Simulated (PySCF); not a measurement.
# How methods differ on the ionisation energy of Kr⁺

Kr⁺ [Ar] 3d10 4s2 4p5 (2P) → Kr²⁺ [Ar] 3d10 4s2 4p4 (3P), as a difference of total energies. Computed with PySCF 2.14 in cc-pVTZ-PP with ECP10MDF (5s4p3d1f, 39 functions), with scalar relativity through the core potential. Correlated levels: valence: 3s2 3p6 3d10 frozen. The calculations carry no spin-orbit coupling.

| method | ionisation energy (eV) |
| --- | --- |
| UHF | 23.269 |
| BP86 | 24.435 |
| M06-2X | 24.139 |
| MP2 (valence) | 24.089 |
| SCS-MP2 (valence) | 24.086 |
| CCSD (valence) | 24.092 |
| CCSD(T) (valence) | 24.120 |

Q: How much does correlation contribute at CCSD(T) (valence)?

A: 24.120 − (23.269) = 0.851 eV, measured against UHF.

The reference lies between the lowest fine-structure levels, while these numbers refer to the centres of the terms.

Errors of the correlated levels include the incompleteness of this basis and the frozen core.

For comparison: 24.360 eV (measured; NIST Atomic Spectra Database, ionization energies).
